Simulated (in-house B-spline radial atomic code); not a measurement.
Radial electron density of the mercury ion Hg⁸⁺, [Xe] 4f14 5d4. Computed with an all-electron radial atomic-structure program (B-spline basis): scalar-relativistic (X2C) Hartree-Fock, spin-polarised, averaged over the determinants with the given up and down occupations, Fermi nucleus of rms radius 5.4648 fm.

One-electron X2C: radii and densities carry no picture-change correction, so inner-shell <1/r> comes out high (for 1s by about 2 % at Z = 33, 5 % at 54, 10 % at 75, 30 % at 118) and <r> low.

Columns: r (bohr), 4πr²n(r) (electrons per bohr), bar.

```
0.000307    3.883 #
0.000378    5.145 ##
0.000465    6.781 ##
0.000572    8.901 ###
0.000704    11.64 ###
0.000866    15.15 ####
 0.00106    19.47 ######
 0.00131    25.16 #######
 0.00161    32.02 #########
 0.00198    40.35 ############
 0.00244    50.31 ###############
   0.003     61.6 ##################
 0.00369    73.99 ######################
 0.00453    86.66 #########################
 0.00558    98.83 #############################
 0.00686    108.7 ################################
 0.00844    114.8 ##################################
  0.0104    115.8 ##################################
  0.0128    111.6 #################################
  0.0157    104.5 ###############################
  0.0193    98.46 #############################
  0.0237    99.18 #############################
  0.0292    110.4 ################################
  0.0359    129.5 ######################################
  0.0442    146.7 ###########################################
  0.0543    149.6 ############################################
  0.0668    135.5 ########################################
  0.0822    118.7 ###################################
   0.101    118.8 ###################################
   0.124    134.4 ########################################
   0.153    138.3 #########################################
   0.188    112.8 #################################
   0.231    82.43 ########################
   0.285    79.37 #######################
    0.35    91.47 ###########################
   0.431    84.23 #########################
    0.53    56.83 #################
   0.651    33.75 ##########
   0.801    23.71 #######
   0.985    18.17 #####
    1.21    11.31 ###
    1.49    4.977 #
    1.83    1.505 
    2.26   0.2788 
    2.77    0.032 
    3.41 0.001744 
     4.2 3.821e-05
```

On this grid the curve has 4 maxima, near 0.0104, 0.0543, 0.153, 0.35 bohr.

The 5p down radial function P(r) = rR(r), positive near the nucleus:

```json
{"r (bohr)": "0.000465", "P": "0.001286"}
{"r (bohr)": "0.000704", "P": "0.002291"}
{"r (bohr)": "0.00106", "P": "0.00412"}
{"r (bohr)": "0.00161", "P": "0.007621"}
{"r (bohr)": "0.00244", "P": "0.01421"}
{"r (bohr)": "0.00369", "P": "0.02649"}
{"r (bohr)": "0.00558", "P": "0.04896"}
{"r (bohr)": "0.00844", "P": "0.08826"}
{"r (bohr)": "0.0128", "P": "0.1517"}
{"r (bohr)": "0.0193", "P": "0.2362"}
{"r (bohr)": "0.0292", "P": "0.312"}
{"r (bohr)": "0.0442", "P": "0.2906"}
{"r (bohr)": "0.0668", "P": "0.05879"}
{"r (bohr)": "0.101", "P": "-0.3242"}
{"r (bohr)": "0.153", "P": "-0.3943"}
{"r (bohr)": "0.231", "P": "0.2128"}
{"r (bohr)": "0.35", "P": "0.6485"}
{"r (bohr)": "0.53", "P": "-0.1544"}
{"r (bohr)": "0.801", "P": "-1.135"}
{"r (bohr)": "1.21", "P": "-0.9305"}
{"r (bohr)": "1.83", "P": "-0.2649"}
{"r (bohr)": "2.77", "P": "-0.02083"}
```
